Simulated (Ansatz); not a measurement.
`BC[SiH]1CC1` + HCl → `Cl[SiH]1CC1` + `BC` at 600 K and 1 bar (ligand exchange at the Si–C bond).

Calculated with Ansatz (gas phase, PBE0-D4/def2-TZVP geometries, no zero-point term in ΔE). CCSD(T)/CBS adds triple-zeta CCSD(T) − MP2 to the extrapolated MP2 energy (def2 sets, frozen cores). This one scheme is used for every species. Each species was taken in one conformer, which may not be the lowest.

```csv
species,CCSD(T)/CBS energy (Eh),H − E (kJ/mol),S (J/(mol·K))
`BC[SiH]1CC1`,-433.40462,360.0,449.3
HCl,-460.38127,35.4,207.2
`Cl[SiH]1CC1`,-827.98104,216.2,381.5
`BC`,-65.83255,180.5,296.9
```

H − E and S are ideal-gas, rigid-rotor, harmonic terms from PBE0-D4/def2-TZVP, for one conformer and one mirror image of each species. 1 Eh = 2625.50 kJ/mol, R = 8.31446 J/(mol·K).

Task: By hand: ΔE, ΔH, ΔS and ΔG.

Result: ΔE = (-827.98104) + (-65.83255) − (-433.40462) − (-460.38127) = -0.02770 Eh = -72.7 kJ/mol. Δ(H − E) = 216.2 + 180.5 − 360.0 − 35.4 = 1.3, so ΔH = -71.4 kJ/mol. ΔS = 381.5 + 296.9 − 449.3 − 207.2 = 21.9 J/(mol·K). ΔG = -71.4 − 600 × (21.9)/1000 = -84.5 kJ/mol.

Task: By hand: the equilibrium constant, and the temperature at which ΔG would vanish if ΔH and ΔS stayed fixed.

Result: log₁₀ K = −ΔG/(RT ln 10) = 7.4. ΔH and −TΔS have one sign here, so there is no such temperature.

ΔH outweighs TΔS. A doubt of 5 kJ/mol in ΔE shifts log₁₀ K by 0.4 here. Other conformers and mirror images would add mixing entropy, several J/(mol·K) or more a flexible species. These are equilibria of isolated gas molecules and say nothing of rates. Largest T1 diagnostic: 0.012 (customary marks: 0.02 for closed shells, 0.045 for open ones).
